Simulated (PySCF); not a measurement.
## Yb: excitation energy

Yb [Xe] 4f14 6s2 (1S) → Yb [Xe] 4f14 5d1 6s1 (3D), as a difference of total energies. All numbers are calculated (PySCF 2.14, scalar relativity by spin-free X2C-1e, in cc-pVTZ-X2C (10s9p7d5f3g1h, 145 functions)). The calculations carry no spin-orbit coupling.

```tsv
method	excitation energy (eV)	error (eV)
UHF	2.629	-0.463
M06	3.409	+0.317
PW91	2.619	-0.473
r2SCAN0	2.514	-0.578
```

Reference: 3.092 eV (measured; NIST levels, between the centres of gravity of the two terms).
